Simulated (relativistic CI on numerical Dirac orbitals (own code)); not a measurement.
# Sensitivity of the levels of Pm XXVII to α and to the nuclear radius

Method of calculation: Dirac-Coulomb-Breit CI, KLI orbitals optimised for each configuration, derivatives by finite differences, unscaled Slater integrals, QED left out (own radial code, finite nucleus).

CI space (outside the closed core [Ar] 3d10): 4s²4p⁵, 4s4p⁶, 4s²4p⁴4d, 4s4p⁵4d, 4s²4p⁴4f, 4s4p⁵4f. Double excitations out of closed p, d and f shells are left out; levels of such configurations are missing from the list, as are those of other unlisted configurations, and high levels can miss mixing partners.

With x = (α/α₀)² − 1 an excitation energy changes as ω = ω₀ + qx; K = 2q/ω₀ is the relative enhancement. Terms are leading LS components, so labels can repeat. The field-shift factor is F = δν/δ⟨r²⟩ for the transition from the lowest level.

Lowest level 4s²4p⁵ ²P°3/2.

```csv
Level,ω₀ (cm⁻¹),q (cm⁻¹),K,F (GHz/fm²)
4s²4p⁵ ²P°1/2,256127,290200,2.27,-17.3
4s4p⁶ ²S1/2,788140,262200,0.665,-314
4s²4p⁴4d ⁴D3/2,851676,24260,0.057,4.86
4s²4p⁴4d ⁴D5/2,857656,33770,0.0788,4.6
4s²4p⁴4d ²P1/2,874701,52060,0.119,-11.1
4s²4p⁴4d ⁴F7/2,876387,36460,0.0832,4.59
4s²4p⁴4d ²F7/2,911387,65320,0.143,5.19
4s²4p⁴4d ⁴F9/2,914744,72860,0.159,5.26
4s²4p⁴4d ²D3/2,927014,34470,0.0744,4.84
4s²4p⁴4d ⁴P1/2,987713,146400,0.296,-59.5
4s²4p⁴4d ²D5/2,994812,83740,0.168,5.49
4s²4p⁴4d ²D3/2,1012661,111400,0.22,2.97
4s²4p⁴4d ²F5/2,1023443,127900,0.25,1.32
```

At this charge energies of transitions that change n are usually good to better than 1 %, and those within a shell (Δn = 0) to a few per cent.
